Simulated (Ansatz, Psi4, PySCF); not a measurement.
C₄H₁₀ClGaO (SMILES CC[O][Ga]([Cl])[CH2]C), singlet, geometry from GFN2-xTB (such geometries of metal compounds can be far from the true shape), atoms displaced at random by about 0.08 Å a coordinate. Base run: HF/STO-3G, gradient run with PySCF.

The PySCF input:
```python
from pyscf import gto, scf

mol = gto.Mole()
mol.atom = '''
    Ga   -0.17451150    0.02573958   -0.30579912
    Cl    0.94866780    1.82413804    0.36961540
    C    -1.31644737   -0.19648014   -1.94405461
    C    -1.46856377    1.16430327   -2.80913202
    H    -2.41157282   -0.43487601   -1.66560920
    H    -1.10862675   -0.82617423   -2.54210142
    H    -0.49650225    1.46049454   -3.04284005
    H    -2.01313429    2.04612141   -2.22300570
    H    -2.16796782    0.99325226   -3.50328088
    O    -0.24786884   -1.52791973    0.73530464
    C     0.26204106   -2.06008802    1.61730542
    C     1.35417754   -1.39200808    2.61177268
    H    -0.46028426   -2.42272814    2.23430352
    H     0.93742086   -3.02599895    1.42029814
    H     0.80690864   -0.41705294    2.88971758
    H     1.64096883   -1.76842370    3.46059458
    H     2.31964528   -0.94135583    1.93328314
'''
mol.basis = 'sto-3g'
mol.verbose = 4
mol.build()

mf = scf.RHF(mol)
mf.kernel()
g = mf.nuc_grad_method()
grad = g.kernel()
```

Programs used: Ansatz (a first-principles code), Psi4, PySCF; a row that names a program was run with it.

The coordinate followed is z of atom 13.

Each row names what was changed in the base input (with any setting that the change needs).

```csv
change,dE/dx (Eh/bohr),net force (Eh/bohr)
base,-0.076950,0.000000
finite difference step (bohr) = 1e-3; conv_tol = 1e-11,-0.076950,-
code = psi4,-0.076953,0.000000
density fitting = on,-0.076953,0.000000
finite difference step (bohr) = 1e-4; conv_tol = 1e-11,-0.076950,-
density fitting = on; auxbasis_response = off,-0.076980,0.003464
code = ansatz,-0.076951,0.000000
finite difference step (bohr) = 0.2; conv_tol = 1e-11,-0.077560,-
conv_tol = 1e-4,-0.076953,0.000000
finite difference step (bohr) = 0.01; conv_tol = 1e-11,-0.076952,-
finite difference step (bohr) = 0.05; conv_tol = 1e-11,-0.076990,-
conv_tol = 1e-6,-0.076950,0.000000
```

The net force is zero for an exact gradient.
